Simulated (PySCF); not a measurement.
disilinane (C4H12Si2), SMILES C1CC[SiH2][SiH2]C1. Geometry optimised at TPSSh-D3(BJ)/def2-SVP. One conformer was computed; it need not be the lowest.

Computed equilibrium geometry at TPSSh-D3(BJ)/def2-SVP (PySCF confirms it by a frequency run) as a Z-matrix, and its point group (one conformer of several):
point group C2.
```
C
H 1 1.1035
H 1 1.1058 2 105.76
C 1 1.5402 2 107.79 3 116.40
H 4 1.1035 1 107.79 2 -43.19
H 4 1.1058 5 105.76 1 -116.40
C 1 1.5441 2 108.27 3 -117.53
H 7 1.1041 1 109.71 2 50.09
H 7 1.1057 8 106.03 1 118.08
C 4 1.5441 5 108.27 6 -117.53
H 10 1.1041 4 109.71 5 50.09
H 10 1.1057 11 106.03 4 118.08
Si 10 1.9054 11 108.86 12 116.12
H 13 1.4916 10 111.27 11 -64.77
H 13 1.4945 14 108.12 10 -120.12
Si 7 1.9054 8 108.86 9 116.12
H 16 1.4916 7 111.27 8 -64.77
H 16 1.4945 17 108.12 7 -120.12
```
